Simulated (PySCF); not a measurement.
Te(I)(NH2) (H₂INTe), SMILES N[Te]I. Geometry optimised at r2SCAN-D4/def2-SVP. The def2 effective core potentials stand for the cores of I, Te; spin–orbit coupling is left out. The values are those of a single conformer.

Computed with PySCF with r2SCAN-D4/def2-SVP.

Harmonic wavenumbers (cm⁻¹): 129, 189, 417, 505, 701, 916, 1536, 3517, 3639. Rotational constants (GHz): 9.008, 0.9190, 0.8378; symmetry number 1.

**Question.** Work out the zero-point energy and the ideal-gas rigid-rotor harmonic-oscillator thermochemistry at 298.15 K and 1 atm.

**Answer.** ZPE = ½ Σ hcν = ½ × 11548 cm⁻¹ = 16.51 kcal/mol. H − E(el) = 20.10 kcal/mol. Entropy in cal/(mol K): translation 42.68, rotation 28.23, vibration 7.20, total 78.11. G − E(el) = -3.19 kcal/mol. Cp = 15.77 cal/(mol K). Modes under 150 cm⁻¹ make the vibrational entropy uncertain.
